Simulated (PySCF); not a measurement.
Predicted microwave data (PBE0-D3(BJ)/def2-SVP geometry optimisation, gas phase, def2 core potentials past Kr in PySCF) for one isomer of CH3F3Sn:

* Rotational constants: A = 2839, B = 2585, C = 2580 MHz
* Dipole components: |μa| = 4.76 D, |μb| = 0.13 D, |μc| = 0.07 D
* Inertial defect: -177.67 u·Å²
* κ: -0.96

Problem. Which structure is it? (One computed conformer of each.)
A. Sn(CF3)H3 (`[H][Sn]([H])([H])[C](F)(F)F`)
B. SnMeF3 (`[CH3][Sn]([F])([F])[F]`)

Solution. B. It is [CH3][Sn]([F])([F])[F]. The candidates at the same level (rigid rotor, commonest isotopes):

```tsv
SMILES	A (MHz)	B (MHz)	C (MHz)	μa (D)	μb (D)	μc (D)	Δ (u·Å²)	point group	rotor
[CH3][Sn]([F])([F])[F]	2839	2585	2580	4.76	0.13	0.07	-177.67	near C3v	–
[H][Sn]([H])([H])[C](F)(F)F	5243	1421	1421	2.09	0.00	0.00	-96.36	near C3v	–
```

`[H][Sn]([H])([H])[C](F)(F)F` has A 85 % too high. No structure here is proved a minimum.
